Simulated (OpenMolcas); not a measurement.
# Ru VI: the spin-orbit constant, worked from levels

```
Program             : OpenMolcas 26.06
Basis               : ANO-RCC-VDZP [6s5p3d1f]
Scalar Hamiltonian  : DKH3, point nucleus
Active space        : 3 electrons in 10 orbitals (4d 5d)
State averaging     : 2S+1 = 4 even, 10 roots; 2S+1 = 2 even, 40 roots
Spin-orbit coupling : state interaction with AMFI integrals over the reference wave functions, term energies averaged over their components
```

Methods: CASSCF; MS-CASPT2, IPEA 0.25 Eh, imaginary shift 0.1 Eh (closed shells correlated: 4s 4p).

**The spin-orbit constant.** For the Hund term ⁴F of d3, E(J) = (A/2) J(J+1) + constant and ζ = 2S·A = 3A. From J = 3/2 to J = 9/2 the energy changes by 10.5 A.

```json
{"Source": "CASSCF", "E(9/2) - E(3/2)": "5171.1", "A": "492.5", "ζ": "1477"}
{"Source": "MS-CASPT2", "E(9/2) - E(3/2)": "5188.9", "A": "494.2", "ζ": "1483"}
```

All in cm-1. Both methods take the spin-orbit matrix elements from the reference wave functions, so the second can move ζ only through the term energies and any multistate remixing. Second-order mixing with other terms is absorbed into this ζ.

CASPT2 breaks the degeneracy within a term, and the mean is taken; among the terms shown or strongly mixed into the levels shown the widest spread is 760 cm-1 (4d³ ⁴F, MS-CASPT2). Active for correlation alone: 5d; no level in the range computed is led by a configuration that fills it, so any true level of that kind is missing. The basis is small and was not contracted for so high a charge. Without dynamic correlation excited terms often stand tens of per cent too high (terms of higher spin than the ground term too low), and those without a measured partner can miss by more than the paired ones (holds for CASSCF). Levels of configurations outside the active space are missing.
